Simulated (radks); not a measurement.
Values are calculated unless marked as measured or tabulated.
Initial-state core-level shifts of the neodymium ion Nd+ when its valence configuration changes from [Xe] 4f4 6s1. Code: a radial shooting solver on a logarithmic mesh with Libxc functionals. Model: Dirac Kohn-Sham, PBE, spin-unpolarised, spherical densities, finite nucleus; open shells are shared between the two j in proportion to 2j + 1; Fermi nuclear charge, rms radius 4.9123 fm. Shifts are changes of the shell-averaged eigenvalues in eV (positive: less bound); the change of the density at the nucleus, which sets a Mossbauer isomer shift, is in e/bohr^3, on a base of 4.536e+05.

| valence | 3d | 4s | 4p | 4d | density at nucleus |
|---|---|---|---|---|---|
| 4f4 5d0.5 6s0.5 | +0.885 | +0.888 | +0.893 | +0.906 | -12.93 |
| 4f4 5d1 | +1.683 | +1.691 | +1.702 | +1.726 | -24.77 |
| 4f5 | +5.949 | +5.844 | +5.764 | +5.612 | -37.09 |
| 4f3.5 5d0.5 6s1 | -3.516 | -3.363 | -3.286 | -3.141 | +11.34 |
| 4f2 5d2 6s1 | -16.565 | -15.483 | -15.073 | -14.327 | +54.21 |
| 4f3 5d1 6s1 | -7.501 | -7.121 | -6.949 | -6.629 | +24.35 |
| 4f3 6s2 | -9.850 | -9.444 | -9.278 | -8.972 | +58.07 |
| 4f4.5 5d0.5 | +4.275 | +4.203 | +4.160 | +4.079 | -32.11 |
| 4f3.5 6s1 6p0.5 | -5.151 | -4.994 | -4.921 | -4.786 | +14.39 |
